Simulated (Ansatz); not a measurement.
Q: Name a neutral molecule of C, S, Si and H with HOMO–LUMO gap (ωB97M-V/def2-TZVPP) between 8.05 and 8.35 eV and LUMO energy (ωB97M-V/def2-TZVPP) between -0.45 and -0.15 eV (Ansatz, PBE0-D4/def2-TZVP geometry).

A: `C[SiH2]C(C)=S` (8.25 eV, -0.18 eV); `CC([SiH3])=S` (8.22 eV, -0.35 eV); `C[SiH2]C(=S)S` (8.22 eV, -0.37 eV). Other molecules can fit too; these were computed, each in one conformer that needn't be the lowest.
